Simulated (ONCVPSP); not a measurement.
## Transferability test, ONCV potential for germanium (Ge)

* Element: germanium
* Generator: ONCVPSP 4.0.1
* Type: optimised norm-conserving Vanderbilt (ONCV)
* Functional: LDA (Perdew-Wang 92)
* Relativity: scalar-relativistic
* Frozen core: [Ne]
* Valence charge: 22
* Reference configuration: 3s2 3p6 3d10 4s2 4p2
* Partial waves: 3s+4s: rc 1.25 bohr, ncon 3, nbas 7, qcut 9.3 1/bohr, 3 projectors, debl 2 Ha; 3p+4p: rc 1.10 bohr, ncon 4, nbas 8, qcut 13.5 1/bohr, 2 projectors; 3d: rc 0.95 bohr, ncon 4, nbas 8, qcut 14.8 1/bohr, 3 projectors, debl 3 Ha; f scattering state at 0.17 Ha: rc 1.30 bohr, ncon 4, nbas 8, qcut 7.3 1/bohr, 2 projectors, debl 4 Ha
* Local potential: polynomial inside 0.75 bohr (lpopt 4, dvloc0 4 Ha)
* Core correction: Teter function, fcfact 3.5, rcfact 1.25

Energies are relative to the spin-unpolarised reference configuration 3s2 3p6 3d10 4s2 4p2; without spin polarisation the order of configurations can differ from experiment.

Give the all-electron excitation energy and the error of the potential for: 3s2 3p6 3d10 4s2 4p1; 3s2 3p6 3d10 4s2 4p0; 3s2 3p6 3d10 4s1 4p0; 3s2 3p5 3d10 4s2 4p2.

| valence configuration | charge | ΔE all-electron (eV) | error AE − PS (meV) |
| --- | --- | --- | --- |
| 3s2 3p6 3d10 4s2 4p1 | +1 | 7.630 | -0.4 |
| 3s2 3p6 3d10 4s2 4p0 | +2 | 23.340 | -1.3 |
| 3s2 3p6 3d10 4s1 4p0 | +3 | 58.555 | -4.5 |
| 3s2 3p5 3d10 4s2 4p2 | +1 | 125.465 | -59 |

Levels in the configuration 3s2 3p6 3d10 4s1 4p0:

| level | all-electron (eV) | pseudo (eV) |
| --- | --- | --- |
| 3s | -201.903 | -201.938 |
| 3p | -149.531 | -149.533 |
| 3d | -63.482 | -63.502 |
| 4s | -40.897 | -40.898 |
